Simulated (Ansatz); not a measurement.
`[CH3][GeH2][I]` + CH₃SH → `C[S][GeH2][CH3]` + HI at 400 K and 1 bar (ligand exchange at a Ge–I bond).

Program: Ansatz. Geometries: PBE0-D4/def2-TZVP. ΔE: electronic, gas phase. CBS: MP2 limit from def2 TZ/QZ plus the TZ coupled-cluster correction, frozen cores. This one scheme is used for every species. Elements past krypton have def2 core potentials. For Ge, I outer-core shells are correlated without core-valence functions, which leaves a few kJ/mol of doubt a bond. Scalar relativity is left out up to krypton. Each species was taken in one conformer, which may not be the lowest.

| species | CCSD(T)/CBS energy (Eh) | H − E (kJ/mol) | S (J/(mol·K)) |
| --- | --- | --- | --- |
| `[CH3][GeH2][I]` | -2414.65603 | 165.8 | 358.9 |
| CH₃SH | -438.22835 | 138.7 | 269.4 |
| `C[S][GeH2][CH3]` | -2554.83183 | 275.4 | 400.9 |
| HI | -298.03592 | 25.7 | 215.0 |

H − E and S are ideal-gas, rigid-rotor, harmonic terms from PBE0-D4/def2-TZVP, for one conformer and one mirror image of each species. 1 Eh = 2625.50 kJ/mol, R = 8.31446 J/(mol·K).

**Question.** By hand: ΔE, ΔH, ΔS and ΔG.

**Answer.** ΔE = (-2554.83183) + (-298.03592) − (-2414.65603) − (-438.22835) = 0.01663 Eh = 43.7 kJ/mol. Δ(H − E) = 275.4 + 25.7 − 165.8 − 138.7 = -3.4, so ΔH = 40.3 kJ/mol. ΔS = 400.9 + 215.0 − 358.9 − 269.4 = -12.4 J/(mol·K). ΔG = 40.3 − 400 × (-12.4)/1000 = 45.3 kJ/mol.

**Question.** By hand: the equilibrium constant, and the temperature at which ΔG would vanish if ΔH and ΔS stayed fixed.

**Answer.** log₁₀ K = −ΔG/(RT ln 10) = -5.9. ΔH and −TΔS have one sign here, so there is no such temperature.

The number of gas molecules stays the same, so ΔS is small and ΔH decides. A doubt of 5 kJ/mol in ΔE shifts log₁₀ K by 0.7 here. Other conformers and mirror images would add mixing entropy, several J/(mol·K) or more a flexible species. Modes under 60 cm⁻¹, often nearly free rotors, make the harmonic entropy too high. These are equilibria of isolated gas molecules and say nothing of rates. Largest T1 diagnostic: 0.010 (customary marks: 0.02 for closed shells, 0.045 for open ones).

ΔS is within the doubt of such terms, so its sign, and with it that verdict, could turn.
